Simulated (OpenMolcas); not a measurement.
## Pb IV: effect of the active space

| Quantity | Value |
| --- | --- |
| Program | OpenMolcas 26.06 |
| Method | CASSCF or its RAS form |
| Basis | ANO-R1 |
| Scalar Hamiltonian | X2C, finite nucleus |
| Spin-orbit coupling | state interaction with AMFI integrals over the reference wave functions, term energies averaged over their components |

A. 1 electron in 4 orbitals (6s 6p); 2S+1 = 2 even, 1 root; 2S+1 = 2 odd, 3 roots; cost of the order of 7 core-seconds
B. 1 electron in 9 orbitals (RAS2 6s 6p; RAS3 6d, at most 1 electron); 2S+1 = 2 even, 1 root; 2S+1 = 2 odd, 3 roots; cost roughly 12 core-seconds

Energies in cm-1 above 6s 2S 1/2, the measured ground level; measured values from Moore, Atomic Energy Levels, vol. III, NSRDS-NBS 35 (1971 reprint of NBS Circular 467, 1958).

```
     Level      A      B  Measured
 6s 2S 1/2    0.0    0.0       0.0
6p 2P* 1/2  74134  74134     76158
6p 2P* 3/2  94172  94172     97219
```

Deviations, from unrounded energies. A percentage is the sum of absolute deviations over the sum of measured energies, with the sign that they share, or ± where signs differ.

```csv
Against measurement,Levels,A,B
mean absolute deviation (cm-1),2,2500,2500
other configurations (%),2,-2.9,-2.9
```

A, B lie about equally close to measurement. The largest miss of A in the table is 6p 2P* 3/2, by -3000 cm-1. The ranking rests on the paired levels alone, and a cruder setting can come out closer through cancelling errors.

Between A and B no level of the table moves by more than 5 cm-1.

Spin-orbit splittings of 6p shells tend to come out small when the coupling is added on scalar orbitals. With one active electron the reference holds no correlation, so core polarisation is missing. The basis is small and was not contracted for so high a charge. With one active electron outside closed inactive shells, the extra shells (6d) add no correlation to the reference (holds for B). Computed and measured levels are paired by configuration, term and J; levels that our copy of the source lacks, or whose pairing is in doubt (as where it misses far off the trend of its configuration), stay unpaired and out of the deviations. Levels of configurations outside the active space are missing.

* marks odd parity.
